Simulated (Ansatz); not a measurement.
Wavefunction ladder for `Cl[BH][ZnH]`

```
atom   x (Å)   y (Å)   z (Å)
 Cl1  -0.071   0.769  -2.061
  B2   0.590   0.300  -0.507
 Zn3  -0.669  -0.484   0.954
  H4   1.770   0.483  -0.421
  H5  -1.621  -1.067   2.035
```

Charge 0, multiplicity 1. For Zn the d shell is correlated and the shells below it are frozen. Scalar relativity is left out up to krypton. Geometry: relaxed with PBE0-D4/def2-TZVP. Frozen core, restricted reference, Ansatz.

```json
{"basis": "def2-SVP", "HF (Eh)": "-2262.73231", "MP2 corr.": "-0.52370", "CCSD corr.": "-0.53226", "(T)": "-0.01493", "CCSD(T) total": "-2263.27950"}
{"basis": "def2-TZVPP", "HF (Eh)": "-2263.16135", "MP2 corr.": "-0.80092", "CCSD corr.": "-0.78553", "(T)": "-0.02814", "CCSD(T) total": "-2263.97502"}
{"basis": "def2-QZVPP", "HF (Eh)": "-2263.21630", "MP2 corr.": "-0.86277", "CCSD corr.": "–", "(T)": "–", "CCSD(T) total": "–"}
```
